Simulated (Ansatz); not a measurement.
C3H4AlFO, SMILES `C#[C][Al]([OH])[CH2]F`. Total charge 0; spin multiplicity 1.

Cartesian coordinates in Å:
```
C 1.262 2.282 1.135
C 0.573 1.385 0.703
Al -0.501 -0.028 0.022
O -2.185 0.011 0.166
C 0.229 -1.616 -0.887
F 1.625 -1.572 -0.938
H 1.874 3.069 1.514
H -2.673 0.720 0.581
H -0.143 -1.705 -1.915
H -0.060 -2.545 -0.380
```

**Question.** Give the diagnostics of a CCSD(T)/def2-TZVPP run (frozen core, Ansatz 0.2.0). (Best estimate.)

**Answer.** Computed: T1 = 0.0128, largest single amplitude 0.021, largest double 0.040, (T) share of the correlation energy 3.9 %, 9 CCSD cycles. The RHF solution is stable towards an unrestricted one. T1 lies under the customary mark of 0.02 for closed shells.
